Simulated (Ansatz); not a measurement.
The cluster Be4O4, 8 atoms. Hardware: 4 threads of Arm Neoverse V1 on a shared host.

Correlated methods freeze 4 core orbitals.

How many basis functions does each of these Ansatz runs have, and roughly what does it cost? PBE0-D4/def2-TZVPD, charge 0 singlet, energy, from earlier orbitals; r2SCAN-D4/def2-TZVP, charge 0 triplet at the geometry of the charge 0 singlet, energy, from earlier orbitals; PBE-D4/def2-TZVPD, charge 0 singlet, energy, from earlier orbitals; HSE06-D4/def2-TZVP, charge 0 singlet, energy, from earlier orbitals; PBE-D4/def2-SVP, charge 0 singlet, energy, from earlier orbitals; BHLYP-D4/def2-TZVP, charge 0 singlet, energy, from earlier orbitals; r2SCANh-D4/def2-TZVP, charge 0 singlet, energy, from earlier orbitals; RPA@PBE/def2-TZVP, charge 0 singlet, energy, from earlier orbitals; PBE-D4/def2-TZVPD, charge -1 doublet at the geometry of the charge 0 singlet, energy, from earlier orbitals; PBE-QIDH/def2-TZVP, charge 0 singlet, energy, from earlier orbitals; r2SCAN-D4/def2-TZVPD, charge -1 doublet at the geometry of the charge 0 singlet, energy, from earlier orbitals; PBE0-D4/def2-SVP, charge 1 doublet at the geometry of the charge 0 singlet, energy with a search over starts.

Other jobs shared the machine, so times can vary by a factor of up to 3. A dash marks memory too small to be measured apart from the calling script's.

| run | functions | fitting or Cholesky vectors | wall time | peak host memory (GiB) |
| --- | --- | --- | --- | --- |
| PBE-D4/def2-SVP, charge 0 singlet, energy, from earlier orbitals | 92 | 1108 | 1.1 s | – |
| BHLYP-D4/def2-TZVP, charge 0 singlet, energy, from earlier orbitals | 200 | 1272 | 2.5 s | – |
| HSE06-D4/def2-TZVP, charge 0 singlet, energy, from earlier orbitals | 200 | 1168 | 2.8 s | – |
| PBE0-D4/def2-SVP, charge 1 doublet at the geometry of the charge 0 singlet, energy with a search over starts | 92 | 1016 | 3.2 s | – |
| PBE-D4/def2-TZVPD, charge 0 singlet, energy, from earlier orbitals | 248 | 1364 | 3.3 s | – |
| PBE0-D4/def2-TZVPD, charge 0 singlet, energy, from earlier orbitals | 248 | 1364 | 3.8 s | 0.63 |
| r2SCANh-D4/def2-TZVP, charge 0 singlet, energy, from earlier orbitals | 200 | 1168 | 4.5 s | – |
| PBE-QIDH/def2-TZVP, charge 0 singlet, energy, from earlier orbitals | 200 | 1428 | 4.6 s | – |
| RPA@PBE/def2-TZVP, charge 0 singlet, energy, from earlier orbitals | 200 | 1428 | 4.9 s | – |
| PBE-D4/def2-TZVPD, charge -1 doublet at the geometry of the charge 0 singlet, energy, from earlier orbitals | 248 | 1364 | 6.5 s | – |
| r2SCAN-D4/def2-TZVPD, charge -1 doublet at the geometry of the charge 0 singlet, energy, from earlier orbitals | 248 | 1364 | 14 s | – |
| r2SCAN-D4/def2-TZVP, charge 0 triplet at the geometry of the charge 0 singlet, energy, from earlier orbitals | 200 | 1168 | 23 s | 0.57 |
